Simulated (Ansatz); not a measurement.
Mulliken charges of `[CH3][Ga]([CH3])[O]` radical from PBE/def2-TZVPP in Ansatz (PBE0-D4/def2-TZVP geometry).

```
atom   x (Å)   y (Å)   z (Å)  charge (e)
  C1  -0.211   1.566  -0.842      -0.382
 Ga2  -0.186  -0.350  -0.425       0.441
  C3   0.390  -1.287   1.199      -0.382
  O4  -0.790  -1.423  -1.746      -0.330
  H5  -0.842   2.096  -0.125       0.104
  H6  -0.590   1.745  -1.848       0.118
  H7   0.798   1.978  -0.765       0.105
  H8   1.442  -1.072   1.400       0.104
  H9   0.263  -2.365   1.098       0.118
 H10  -0.190  -0.940   2.056       0.105
```

Problem. By hand: the dipole of these point charges (1 e Å = 4.8032 D).

Solution. Σ q r = (0.198, 0.351, 0.432) e Å, of length 0.591 e Å = 2.84 D.

Problem. How does the dipole of the full density compare? (Best estimate.)

Solution. Computed: (0.211, 0.374, 0.461) e Å, 3.03 D; the point charges give 0.94 times that, at 0° from its direction.

Point charges leave out the atoms' own dipoles, such as those of lone pairs, and Mulliken's split depends on the basis, so the close match here is no proof of good charges.
